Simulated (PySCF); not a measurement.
**Computed vibrations of [Sm(SH)4]−**

[Sm(SH)4]− (singlet in the valence; each metal's 4f electrons, 5 of them, lie in its core potential, out of spins and levels). PySCF 2.14.0, RKS PBE0, Sm lcecp-1-SVP with ECP51, S def2-SVP, H def2-SVP; non-relativistic Hamiltonian with scalar-relativistic core potentials where named; density fitting; no spin-orbit coupling. Central differences of gradients.

```xyz
9

Sm    0.0000    0.0000    0.0000
S     1.5514    1.6882    1.4402
H     2.4873    0.7132    1.5354
S    -1.5514   -1.6882    1.4402
H    -2.4873   -0.7132    1.5354
S     1.6882   -1.5514   -1.4402
H     0.7132   -2.4873   -1.5354
S    -1.6882    1.5514   -1.4402
H    -0.7132    2.4873   -1.5354
```

Run from Python with OMP_NUM_THREADS=2. Where DIIS fails, smearing, a level shift and second-order steps follow.
It took 3.3 min on 2 threads of Arm Neoverse V1 (shared host).

Task: What are the harmonic wavenumbers and infrared intensities?

Result: Negative numbers are unstable modes, those under 60 cm⁻¹ near the noise; a finer grid moves soft modes by up to 10 cm⁻¹.
```csv
cm⁻¹,km/mol,symmetry
-129,–,
-54,–,
45,4.5,
50,3.9,
62,4.4,
62,11.9,
63,12.7,
68,0.0,
115,28.2,
253,0.0,
265,58.4,
265,58.4,
267,43.2,
366,0.0,
387,39.9,
387,39.9,
398,27.0,
2683,0.0,
2684,14.4,
2684,0.1,
2684,14.3,
```

Task: Is this a minimum?

Result: No: 2 unstable; the lowest moves the atoms so:
```
Sm   0.00  0.00  0.00
S    0.00  0.00  0.00
H   -0.19 -0.14  0.45
S    0.00  0.00  0.00
H    0.19  0.14  0.45
S    0.00  0.00  0.00
H   -0.13  0.19 -0.44
S    0.00  0.00  0.00
H    0.13 -0.19 -0.44
```

An lcecp potential fixes the number of 4f electrons, so in runs with it no electron can move into or out of that shell.
